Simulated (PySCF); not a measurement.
Vertical excitations of a molecule C5H10O from PySCF with TDA-B3LYP/def2-SVPD, as energy in eV (oscillator strength): 6.57 (0.010), 6.86 (0.007), 7.07 (0.015), 7.19 (0.026), 7.66 (0.007), 8.12 (0.030). Lowest triplet (TDA): 6.42 eV. Coordinates come from a B3LYP-D3(BJ)/def2-SVP optimisation. The values are those of a single conformer.

**Question.** Identify the compound among the candidates.
A. CC[C@@H]1CCO1
B. C=C[C@H](C)OC
C. C/C=C(\C)OC
D. CC1(C)CCO1

**Answer.** A, CC[C@@H]1CCO1
